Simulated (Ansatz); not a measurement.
The cluster Cu₆Si⁺, 7 atoms. Hardware: 4 threads of Intel Xeon on a shared host.

Correlated methods freeze 59 core orbitals.

How many basis functions does each of these Ansatz runs have, and roughly what does it cost? r2SCANh-D4/def2-TZVP, charge 1 doublet, energy, from earlier orbitals; PBE0-D4/def2-SVP, charge 1 doublet, energy with a search over starts; PBE-D4/def2-SVP, charge 1 doublet, energy, from earlier orbitals; HF/STO-3G, charge 1 doublet, energy; PBE-D4/def2-TZVP, charge 1 doublet, energy and forces, from earlier orbitals; PBE0-D4/def2-TZVP, charge 1 doublet, energy, from earlier orbitals; MP2/def2-SVP, charge 1 doublet, energy, from earlier orbitals; PBE0-D4/def2-SVP, charge 1 doublet, energy, from earlier orbitals; PBE-D4/def2-SVP, charge 1 doublet, relaxation, 4 steps; r2SCAN-D4/def2-TZVP, charge 1 doublet, energy, from earlier orbitals.

Other jobs shared the machine, so times can vary by a factor of up to 3. A dash marks memory too small to be measured apart from the calling script's.

```
                                                                         run  functions  fitting or Cholesky vectors  wall time  peak host memory (GiB)
            PBE-D4/def2-SVP, charge 1 doublet, energy, from earlier orbitals        204                         2500       21 s                    0.56
PBE-D4/def2-TZVP, charge 1 doublet, energy and forces, from earlier orbitals        307                         2970       40 s                     1.1
           PBE0-D4/def2-SVP, charge 1 doublet, energy, from earlier orbitals        204                         2242       42 s                     1.4
                      PBE-D4/def2-SVP, charge 1 doublet, relaxation, 4 steps        204                         2500       67 s                       –
        PBE0-D4/def2-SVP, charge 1 doublet, energy with a search over starts        204                         2242       77 s                     1.4
               MP2/def2-SVP, charge 1 doublet, energy, from earlier orbitals        204                         2242       80 s                     1.7
          PBE0-D4/def2-TZVP, charge 1 doublet, energy, from earlier orbitals        307                         3052       89 s                     2.6
        r2SCAN-D4/def2-TZVP, charge 1 doublet, energy, from earlier orbitals        307                         2970      2 min                     1.2
       r2SCANh-D4/def2-TZVP, charge 1 doublet, energy, from earlier orbitals        307                         3052    2.5 min                     2.8
                                         HF/STO-3G, charge 1 doublet, energy        117                         1023    2.9 min                     1.3
```
